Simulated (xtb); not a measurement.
xtb input:

```bash
xtb mol.xyz --gfn 1 --opt tight --chrg 0 --uhf 0
```
mol.xyz:
```
8

N      1.29605918    -1.54998278     0.29358705
B      0.03366458    -0.96354626     0.11486434
N     -1.18387346    -1.66099294     0.08919333
Br    -0.03463500     0.99132171    -0.11817545
H      2.14102533    -1.00871317     0.30475373
H      1.43456704    -2.53786840     0.42046456
H     -2.06396368    -1.19694269    -0.04181751
H     -1.25302665    -2.65817417     0.19895562
```

Question: Predict the final energy.

Answer: -13.96079 Eh (GFN1-xTB).
